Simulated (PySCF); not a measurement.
Computed IR spectrum (relative IR intensity) of a molecule C₃H₄F₂Si. Coordinates come from a PBE0-D3(BJ)/def2-SVP optimisation. The values are those of a single conformer. Level of theory: PBE0-D3(BJ)/def2-SVP in PySCF. Frequencies are harmonic and unscaled.

```
ν (cm⁻¹)  relative intensity
--------  ------------------
256                      2.2
306                       11
369                       11
398                       32
603                       13
742                       16
756                       11
760                       12
774                      2.6
817                       93
914                      100
970                       87
1279                      24
1419                     3.1
2180                      35
3472                      22
```

### Question
Which molecule gave these data?
A) FC(F)C#C[SiH3]
B) C#C[Si](C)(F)F
C) FC1=C[SiH2][C@@H]1F
D) CC#C[SiH](F)F

### Answer
B, C#C[Si](C)(F)F
